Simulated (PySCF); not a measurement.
Isomers C$_{7}$H$_{7}$NO$_{2}$:

A. `C=C1C=C1NC(=O)CC=O`
B. `COC(=O)c1ccccn1`
C. `n1cc(C(C)=O)c(O)cc1`

Spectrum 1. ¹H NMR (400 MHz, computed): δ 10.30 (t, 1H), 9.41 (br, 1H), 6.78 (s, 1H), 3.77 (m, 1H), 3.74 (m, 1H), 3.58 (d, 2H). ¹³C{¹H} NMR (computed): δ 207.3 (CH), 162.3 (C), 137.9 (C), 120.6 (C), 110.0 (CH), 59.6 (CH2), 54.5 (CH2).

Spectrum 2. ¹H NMR (400 MHz, computed): δ 12.84 (br s, 1H), 9.10 (s, 1H), 8.83 (d, 1H), 7.03 (d, 1H), 2.76 (s, 3H). ¹³C{¹H} NMR (computed): δ 209.9 (C), 176.4 (C), 161.2 (CH), 158.0 (CH), 119.7 (C), 118.6 (CH), 29.0 (CH3).

Spectrum 3. ¹H NMR (400 MHz, computed): δ 9.05 (d, 1H), 8.57 (d, 1H), 8.10 (m, 1H), 7.53 (m, 1H), 4.18 (s, 3H). ¹³C{¹H} NMR (computed): δ 173.4 (C), 154.9 (CH), 153.6 (C), 142.1 (CH), 131.9 (CH), 131.7 (CH), 54.3 (CH3).

[PySCF 2.14.0 with density-fitted response routines: structure optimised with GFN2-xTB; PBE0/pcSseg-1 with gauge-including orbitals; single conformer; rapidly exchanging positions averaged; no relativistic terms; no solvent model]

Chemical shifts δ = σref − σ; ¹H (σ = 31.72 ppm) and ¹³C (σ = 186.93 ppm) against TMS, all at this level. Where no couplings were computed, multiplicities follow the n + 1 count of equivalent neighbours, and m marks all less simple cases (inequivalent or close neighbours, rings, F or P nearby). Acid and N–H amide carbonyl carbons lie up to 10 ppm further downfield in solution (hydrogen bonding). Shifts are as computed. Against solution values, carbons near 30 ppm lie about +3 ppm off and those near 130 ppm about +5 ppm. Of 1211 compounds with measured shifts, 218 miss one by over three times the rms of a fit or turn the order of signals round; such compounds aren't used in these exercises. OH and NH positions are gas-phase values without hydrogen bonding to other molecules.

Question: Match each spectrum to its structure.

Answer: 1–A, 2–C, 3–B.

- Spectrum 1 (A): 7 ¹³C signals; δC 207.3 is an aldehyde carbonyl carbon; δC 162.3 is an amide carbonyl carbon.
- Spectrum 2 (C): 7 ¹³C signals; δC 209.9 is a ketone carbonyl carbon; δC 176.4 is an aromatic carbon bearing oxygen.
- Spectrum 3 (B): 7 ¹³C signals; δC 173.4 is an ester carbonyl carbon; δC 154.9 is an aromatic CH next to a ring nitrogen.
